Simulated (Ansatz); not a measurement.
Computed with Ansatz on PBE0-D4/def2-TZVP structures; ΔE is electronic, products minus reactants. CCSD(T)/CBS adds triple-zeta CCSD(T) − MP2 to the extrapolated MP2 energy (def2 sets, frozen cores). Functionals use def2-TZVPP. def2 core potentials past Kr. For Sn outer-core shells are correlated without core-valence functions, which leaves a few kJ/mol of doubt a bond.

`N#[C][SnH2][Cl]` + `FB(F)Cl` → `[Cl][SnH2][Cl]` + `N#CB(F)F`  (redistribution)

```csv
level,ΔE (eV)
LDA (SPW92),-0.25
B97M-V,-0.32
BLYP,-0.34
RPA@PBE/def2-TZVPP,-0.13
```

Task: What does CCSD(T)/CBS give? (An estimate is asked.)

Result: Computed: -0.25 eV. The listed levels differ from it by 0.00, -0.07, -0.09, 0.12 eV.

Largest T1 diagnostic among the species: 0.014.

In def2-TZVPP, CCSD(T) changes the Hartree–Fock value by +0.15 eV (the triples alone add +0.02 eV) and MP2 by +0.15 eV. Leaving LDA and LC-ωPBE aside and taking each functional with its dispersion term where it has one, the values, not all of them listed here, spread over 0.11 eV, from BLYP-D4 to PBE-QIDH. LDA lies +0.03 eV from PBE without D4. From BLYP to BHLYP (50 % exact exchange), in def2-TZVPP and without D4, ΔE moves by +0.03 eV.
